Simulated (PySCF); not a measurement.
C₂H₇BrGeO, singlet, geometry from GFN2-xTB, with bond 8-1 at 1.8 times its length; CASSCF(4,4)/STO-3G in PySCF.

The PySCF input:
```python
from pyscf import gto, scf, mcscf, mp
import numpy

mol = gto.M(
    atom='''
C     1.69086601   -0.05121762   -1.56686850
Ge    0.00865201    0.36571352   -0.57668089
C    -1.71993330    0.08198224   -1.53356981
O     0.07877682    1.99575383    0.08582386
Br   -0.02061395   -0.86548265    1.35056724
H     1.73765063    0.52013916   -2.48921838
H     2.55234330    0.20136159   -0.95357139
H     1.77121659   -1.95331945   -2.00478816
H    -2.54697198    0.40050202   -0.90378819
H    -1.73999321    0.65594945   -2.45526710
H    -1.85157232   -0.96785692   -1.77513755
H     0.10185139    2.73628737   -0.51288614
''',
    basis='sto-3g',
    verbose=4,
)

mf = scf.RHF(mol)
mf.kernel()
mc = mcscf.CASSCF(mf, 4, 4)
mc.fix_spin_(ss=0.0)
noons, natorbs = mcscf.addons.make_natural_orbitals(mp.MP2(mf).run())
mc.kernel(natorbs)
occ = numpy.linalg.eigvalsh(mc.fcisolver.make_rdm1(mc.ci, mc.ncas, mc.nelecas))[::-1]
ss = mc.fcisolver.spin_square(mc.ci, mc.ncas, mc.nelecas)[0]
print('natural occupations', occ.round(4), ' <S^2>', round(ss, 4))
```

What the program printed (banner, timings and long lists left out):

```
PySCF version 2.14.0

[INPUT] verbose = 4
[INPUT] num. atoms = 12
[INPUT] num. electrons = 94
[INPUT] charge = 0
[INPUT] spin (= nelec alpha-beta = 2S) = 0
[INPUT] symmetry False subgroup None
[INPUT] Mole.unit = angstrom
[INPUT] Symbol           X                Y                Z      unit          X                Y                Z       unit  Magmom
[INPUT]  1 C      1.690866010000  -0.051217620000  -1.566868500000 AA    3.195273672236  -0.096787274552  -2.960952338208 Bohr   0.0
[INPUT]  2 Ge     0.008652010000   0.365713520000  -0.576680890000 AA    0.016349929327   0.691098392851  -1.089768943370 Bohr   0.0
[INPUT]  3 C     -1.719933300000   0.081982240000  -1.533569810000 AA   -3.250202889519   0.154923980678  -2.898026933801 Bohr   0.0
[INPUT]  4 O      0.078776820000   1.995753830000   0.085823860000 AA    0.148866614764   3.771428150752   0.162183590353 Bohr   0.0
[INPUT]  5 Br    -0.020613950000  -0.865482650000   1.350567240000 AA   -0.038954719845  -1.635525174063   2.552202196410 Bohr   0.0
[INPUT]  6 H      1.737650630000   0.520139160000  -2.489218380000 AA    3.283683790878   0.982920559061  -4.703941002434 Bohr   0.0
[INPUT]  7 H      2.552343300000   0.201361590000  -0.953571390000 AA    4.823229812869   0.380518257107  -1.801988767321 Bohr   0.0
[INPUT]  8 H      1.771216590000  -1.953319450000  -2.004788160000 AA    3.347114262386  -3.691238794286  -3.788500560171 Bohr   0.0
[INPUT]  9 H     -2.546971980000   0.400502020000  -0.903788190000 AA   -4.813079489141   0.756839130135  -1.707912153716 Bohr   0.0
[INPUT] 10 H     -1.739993210000   0.655949450000  -2.455267100000 AA   -3.288110625503   1.239564812059  -4.639782381655 Bohr   0.0
[INPUT] 11 H     -1.851572320000  -0.967856920000  -1.775137550000 AA   -3.498964584626  -1.828984506565  -3.354523802931 Bohr   0.0
[INPUT] 12 H      0.101851390000   2.736287370000  -0.512886140000 AA    0.192471232506   5.170833727406  -0.969214337685 Bohr   0.0

nuclear repulsion = 687.29509518326
number of shells = 32
number of NR pGTOs = 174
number of NR cGTOs = 58
basis = sto-3g
ecp = {}

******** <class 'pyscf.scf.hf.RHF'> ********
method = RHF
initial guess = minao
damping factor = 0
level_shift factor = 0
DIIS = <class 'pyscf.scf.diis.CDIIS'>
diis_start_cycle = 1
diis_space = 8
diis_damp = 0
SCF conv_tol = 1e-09
SCF conv_tol_grad = None
SCF max_cycles = 50
direct_scf = True
direct_scf_tol = 1e-13
Set gradient conv threshold to 3.16228e-05
Initial guess from minao.
init E= -4742.56642382074
  HOMO = -0.459666776857915  LUMO = -0.201106984142707  gap/eV = 7.03577
cycle= 1 E= -4748.85072275952  delta_E= -6.28  |g|= 0.612  |ddm|=  3.9
  HOMO = -0.180677900352365  LUMO = 0.143936834285304  gap/eV = 8.83322
cycle= 2 E= -4749.02026285605  delta_E= -0.17  |g|= 0.151  |ddm|= 1.27
  HOMO = -0.270446399764431  LUMO = 0.18815800335638  gap/eV = 12.47926
cycle= 3 E= -4749.03086974043  delta_E= -0.0106  |g|= 0.0402  |ddm|= 0.313
  HOMO = -0.290975743041785  LUMO = 0.196940730815677  gap/eV = 13.27688
cycle= 4 E= -4749.03188301198  delta_E= -0.00101  |g|= 0.00894  |ddm|= 0.0994
  HOMO = -0.292941926742791  LUMO = 0.197341262247171  gap/eV = 13.34129
cycle= 5 E= -4749.03194149402  delta_E= -5.85e-05  |g|= 0.00292  |ddm|= 0.0273
  HOMO = -0.292649829144529  LUMO = 0.198169242637656  gap/eV = 13.35587
cycle= 6 E= -4749.03194602934  delta_E= -4.54e-06  |g|= 0.000978  |ddm|= 0.00625
  HOMO = -0.29269183164607  LUMO = 0.198213658369178  gap/eV = 13.35822
cycle= 7 E= -4749.03194669059  delta_E= -6.61e-07  |g|= 0.000252  |ddm|= 0.00249
  HOMO = -0.292706477354933  LUMO = 0.198275814756374  gap/eV = 13.36031
cycle= 8 E= -4749.03194675008  delta_E= -5.95e-08  |g|= 6.85e-05  |ddm|= 0.000726
  HOMO = -0.29271270946862  LUMO = 0.198278074142282  gap/eV = 13.36054
cycle= 9 E= -4749.03194675571  delta_E= -5.63e-09  |g|= 1.68e-05  |ddm|= 0.000234
  HOMO = -0.29271286532084  LUMO = 0.198277076252971  gap/eV = 13.36052
cycle= 10 E= -4749.03194675608  delta_E= -3.75e-10  |g|= 3.83e-06  |ddm|= 6.12e-05
  HOMO = -0.292713037262295  LUMO = 0.198276582106071  gap/eV = 13.36051
Extra cycle  E= -4749.03194675609  delta_E= -3.64e-12  |g|= 1.78e-06  |ddm|= 9.16e-06
converged SCF energy = -4749.03194675609

******** <class 'pyscf.mp.mp2.RMP2'> ********
nocc = 47, nmo = 58
E(RMP2) = -4749.2566294921  E_corr = -0.224682736007834
E(SCS-RMP2) = -4749.27889906499  E_corr = -0.246952308901154
E_corr(same-spin) = -0.0261542011248994
E_corr(oppo-spin) = -0.198528534882934

******** <class 'pyscf.mcscf.mc1step.CASSCF'> ********
CAS (2e+2e, 4o), ncore = 45, nvir = 9
max_cycle_macro = 50
max_cycle_micro = 4
conv_tol = 1e-07
conv_tol_grad = None
orbital rotation max_stepsize = 0.02
orbital rotation threshold for CI restart = 0.01
augmented hessian ah_max_cycle = 30
augmented hessian ah_conv_tol = 1e-12
augmented hessian ah_linear dependence = 1e-14
augmented hessian ah_level shift = 1e-08
augmented hessian ah_start_tol = 2.5
augmented hessian ah_start_cycle = 3
augmented hessian ah_grad_trust_region = 3
kf_trust_region = 3
kf_interval = 4
ci_response_space = 4
ci_grad_trust_region = 3
with_dep4 0
natorb = False
canonicalization = True
sorting_mo_energy = False
ao2mo_level = 2
internal_rotation = False
******** <class 'pyscf.fci.addons.SpinPenaltyFCISolver'> ********
max. cycles = 50
conv_tol = 1e-08
davidson only = True
linear dependence = 1e-12
level shift = 0.001
max iter space = 12
nroots = 1
pspace_size = 400
spin = None
CASCI E = -4749.12582187596  S^2 = 0.0000000
Set conv_tol_grad to 0.000316228
macro iter   1 ( 21 JK    4 micro), CASSCF E = -4749.13247075475  dE = -6.64887879e-03  S^2 = 0.0000000
               |grad[o]|=0.0241  |grad[c]|=0.0136  |ddm|=0.0109  |maxRot[o]|=0.314
macro iter   2 ( 20 JK    4 micro), CASSCF E = -4749.13482414110  dE = -2.35338634e-03  S^2 = 0.0000000
               |grad[o]|=0.0158  |grad[c]|=0.00336  |ddm|=0.00433  |maxRot[o]|=0.231
macro iter   3 ( 14 JK    4 micro), CASSCF E = -4749.13488814063  dE = -6.39995296e-05  S^2 = 0.0000000
               |grad[o]|=0.00191  |grad[c]|=0.000859  |ddm|=0.000671  |maxRot[o]|=0.0193
macro iter   4 (  7 JK    2 micro), CASSCF E = -4749.13489284545  dE = -4.70481973e-06  S^2 = 0.0000000
               |grad[o]|=0.000421  |grad[c]|=8.17e-05  |ddm|=0.000108  |maxRot[o]|=0.00788
macro iter   5 (  4 JK    1 micro), CASSCF E = -4749.13489289930  dE = -5.38502718e-08  S^2 = 0.0000000
               |grad[o]|=5.62e-05  |grad[c]|=9.89e-06  |ddm|=9.98e-06  |maxRot[o]|=0.00102
1-step CASSCF converged in   5 macro ( 66 JK  15 micro) steps
CASSCF canonicalization
Density matrix diagonal elements [1.97366037 1.73293346 0.26728473 0.02612144]
CASSCF energy = -4749.13489289930
CASCI E = -4749.13489289930  E(CI) = -4.07123680363929  S^2 = 0.0000000
natural occupations [1.9741 1.7331 0.2671 0.0258]  <S^2> 0.0
```
